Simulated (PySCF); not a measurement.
All values below come from PBE0-D4/def2-TZVP in PySCF. Gas-phase values, no solvent. One relaxed conformer stands for a flexible species; it need not be the lowest. Excitations are Tamm–Dancoff values on a coarser integration grid. The basis has no diffuse functions, so Rydberg states are missing or too high.

Reference species (SMILES): `[Ga]([F])([OH])[OH]` (H–O–Ga–F torsion 0°, F–Ga–O–H torsion -180°) (neutral, multiplicity 1).

| Property | Value |
|---|---|
| HOMO | -9.34 eV |
| brightest of the four lowest singlets (TDA) | 7.23 eV |

Changed species: `[F][Ga]([F])[OH]` (H–O–Ga–F torsion 180°) (1 of 3 F replaced by OH; the reference has 2 of 3 F replaced by OH).

Task: Give the shifts of the HOMO and brightest of the four lowest singlets (TDA).

Result: the HOMO falls by 0.65 eV, to -9.99 eV; the brightest of the four lowest singlets (TDA) rises by 0.09 eV, to 7.32 eV.
